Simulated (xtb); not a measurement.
SbF₅, SMILES [F][Sb]([F])([F])([F])[F]. All values are semi-empirical tight-binding results from xtb (GFN2-xTB unless named), good for trends rather than for accurate numbers. The structure is a stationary point at GFN2-xTB. The isomer is the one that the SMILES or the coordinates give; other isomers of the formula were not compared.

For metal compounds this method's bond lengths and energies can be far off.

Computed properties:
```json
{
  "point_group_as_xtb_finds_it": "C2v",
  "orbital_gap": "6.32 eV",
  "zero_point_energy": "4.2 kcal/mol",
  "G − E(el) at 298.15 K (modified RRHO)": "-17.6 kcal/mol"
}
```
